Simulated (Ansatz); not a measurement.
Ligand exchange: H2O2 + C2H10OSi2 → SiH3(OH) + C2H8O2Si

Species: H2O2 `OO`, singlet; C2H10OSi2 `CO[SiH](C)[SiH3]`, singlet; SiH3(OH) (silanol), singlet; C2H8O2Si `CO[SiH](C)O`, singlet. The partners trade OH for SiH3: O–OH and Si–SiH3 bonds give way to O–SiH3 and Si–OH.

Shapes, held fixed at every level: PBE0-D4/def2-TZVP. Flexible molecules stand in one conformer, not always the lowest. Programs: Ansatz 0.2.0. Electronic energies: no zero-point or thermal term.

```csv
level,kind,ΔE (kJ/mol),less CCSD(T)/CBS estimate
r2SCAN-D4/def2-TZVPP,meta-GGA,-531.3,+16.9
wB97M-V/def2-TZVPP,range-separated hybrid,-541.2,+7.0
wB97X-V/def2-TZVPP,range-separated hybrid,-527.5,+20.7
B2PLYP/def2-TZVPP,double hybrid,-548.0,+0.2
MP2/def2-TZVPP,perturbation theory,-570.5,-22.3
CCSD(T)/def2-TZVPP,coupled cluster or CI,-540.1,+8.1
CCSD/def2-TZVPP,coupled cluster or CI,-548.7,-0.5
CCSD(T)/CBS estimate,coupled cluster or CI,-548.2,0.0
```

The highest level, CCSD(T)/CBS estimate, gives ΔE = -548.2 kJ/mol; the levels span -570.5 to -527.5. The column of differences is taken from that level and isn't an error. No measured value is set beside it here. The CBS estimate extrapolates MP2 from def2-TZVPP and def2-QZVPP and adds CCSD(T) − MP2 in the triple-zeta set, cores frozen.
